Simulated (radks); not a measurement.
Neutral argon inside a hard spherical wall (all orbitals vanish at R), configuration held at [Ar] and not refilled when levels cross. Method: scalar-relativistic Kohn-Sham, LDA (Slater exchange, VWN5 correlation), spin-polarised, spherical densities, point nucleus; computed with a radial shooting solver on a logarithmic mesh with Libxc functionals. Eigenvalues in eV for spin up, with the zero of energy where the potential of the charges vanishes at infinity; a dash marks a level that is unbound or too diffuse for the functional's potential to be trusted. A positive occupied level is held by the wall or, in an anion where self-interaction has pushed it up, behind a barrier. The pressure on the wall is -dE/dV.

R (bohr) = free: E (hartree) -527.81560; kinetic (hartree) 530.181; e(2s) -295.97; e(2p) -229.88; e(3s) -24.267; e(3p) -10.388; e(4s, empty) -0.267; e(4p, empty) -; pressure (GPa) 0
R (bohr) = 15: E (hartree) -527.81560; kinetic (hartree) 530.181; e(2s) -295.97; e(2p) -229.88; e(3s) -24.267; e(3p) -10.388; e(4s, empty) -0.202; e(4p, empty) 0.846; pressure (GPa) < 0.0001
R (bohr) = 7: E (hartree) -527.81507; kinetic (hartree) 530.187; e(2s) -295.93; e(2p) -229.84; e(3s) -24.233; e(3p) -10.354; e(4s, empty) 1.611; e(4p, empty) 4.495; pressure (GPa) 0.0447
R (bohr) = 5: E (hartree) -527.79738; kinetic (hartree) 530.324; e(2s) -295.18; e(2p) -229.08; e(3s) -23.685; e(3p) -9.790; e(4s, empty) 6.805; e(4p, empty) 11.866; pressure (GPa) 3.05
R (bohr) = 4: E (hartree) -527.70383; kinetic (hartree) 530.891; e(2s) -292.81; e(2p) -226.68; e(3s) -22.041; e(3p) -8.006; e(4s, empty) 16.175; e(4p, empty) 23.382; pressure (GPa) 30.3
R (bohr) = 3.5: E (hartree) -527.52928; kinetic (hartree) 531.800; e(2s) -289.68; e(2p) -223.51; e(3s) -19.907; e(3p) -5.615; e(4s, empty) 26.516; e(4p, empty) 35.169; pressure (GPa) 105
R (bohr) = 3: E (hartree) -527.05549; kinetic (hartree) 533.953; e(2s) -283.47; e(2p) -217.19; e(3s) -15.548; e(3p) -0.660; e(4s, empty) 45.866; e(4p, empty) 56.123; pressure (GPa) 395
R (bohr) = 2.5: E (hartree) -525.69654; kinetic (hartree) 539.216; e(2s) -271.18; e(2p) -204.62; e(3s) -6.001; e(3p) 10.146; e(4s, empty) 84.852; e(4p, empty) 96.399; pressure (GPa) 1680
R (bohr) = 2: E (hartree) -521.46807; kinetic (hartree) 552.900; e(2s) -246.82; e(2p) -179.51; e(3s) 17.621; e(3p) 36.062; e(4s, empty) 171.73; e(4p, empty) 182.27; pressure (GPa) 8520
R (bohr) = 1.5: E (hartree) -506.28476; kinetic (hartree) 593.598; e(2s) -196.97; e(2p) -127.32; e(3s) 90.145; e(3p) 110.81; e(4s, empty) 398.80; e(4p, empty) 396.37; pressure (GPa) 58900
